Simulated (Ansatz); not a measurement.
Geometry optimisation, Ansatz, RKS LDA/def2-SVP.

Input:

```yaml
crystal:
  periodic: [false, false, false]
  atoms:
    - { symbol: Ga, position_ang: [-0.48337, -1.516974, 0.291879] }
    - { symbol: F, position_ang: [-0.998639, -2.190182, -1.263631] }
    - { symbol: "N", position_ang: [-0.196215, 0.117016, -0.323253] }
    - { symbol: C, position_ang: [0.484859, 1.313554, 0.043763] }
    - { symbol: H, position_ang: [-0.403564, -0.073958, -1.310453] }
    - { symbol: Cl, position_ang: [-0.423248, -2.640218, 2.068145] }
    - { symbol: H, position_ang: [-0.055902, 2.216605, -0.316369] }
    - { symbol: H, position_ang: [0.543638, 1.400074, 1.150329] }
    - { symbol: H, position_ang: [1.532341, 1.374083, -0.34041] }
basis:
  gaussian: { orbitals: def2-SVP }
hamiltonian:
  xc: lda
relax:
  f_tol: 0.03
  max_steps: 50
```

Launched with:

```bash
$ ansatz run input.yaml --threads 2 --pin off --max-ram 3072MiB --backend cpu --events-out ev --progress --plain --runs-dir out
```

**Question.** Where does it end, and by what steps?

**Answer.** It converged. The force dipped under the threshold on the way, but the program's further checks kept it going. After 10 steps the energy has fallen by 0.313 eV; Cl6 moved furthest, 0.77 Å.

```json
{"step": "0", "energy less start (eV)": "0.0000", "largest force component (eV/Å)": "0.570", "accepted": "yes"}
{"step": "1", "energy less start (eV)": "-0.1011", "largest force component (eV/Å)": "0.693", "accepted": "yes"}
{"step": "2", "energy less start (eV)": "-0.1587", "largest force component (eV/Å)": "1.056", "accepted": "yes"}
{"step": "3", "energy less start (eV)": "-0.1998", "largest force component (eV/Å)": "0.861", "accepted": "yes"}
{"step": "4", "energy less start (eV)": "-0.2547", "largest force component (eV/Å)": "0.323", "accepted": "yes"}
{"step": "5", "energy less start (eV)": "-0.2874", "largest force component (eV/Å)": "0.267", "accepted": "yes"}
{"step": "6", "energy less start (eV)": "-0.2898", "largest force component (eV/Å)": "0.204", "accepted": "yes"}
{"step": "7", "energy less start (eV)": "-0.3063", "largest force component (eV/Å)": "0.300", "accepted": "yes"}
{"step": "8", "energy less start (eV)": "-0.3122", "largest force component (eV/Å)": "0.034", "accepted": "yes"}
{"step": "9", "energy less start (eV)": "-0.3127", "largest force component (eV/Å)": "0.015", "accepted": "yes"}
{"step": "10", "energy less start (eV)": "-0.3133", "largest force component (eV/Å)": "0.025", "accepted": "yes"}
```

```xyz
9
Properties=species:S:1:pos:R:3
Ga -0.549 -1.470 0.009
F -1.203 -2.710 -1.011
N -0.082 0.114 -0.649
C 0.467 1.188 0.128
H -0.209 0.297 -1.649
Cl -0.299 -1.884 2.068
H -0.174 2.102 0.122
H 0.562 0.869 1.191
H 1.487 1.492 -0.209
```

Run time: 17 s on 2 threads of Arm Neoverse V2, with other jobs on the host, peak memory 0.18 GiB.
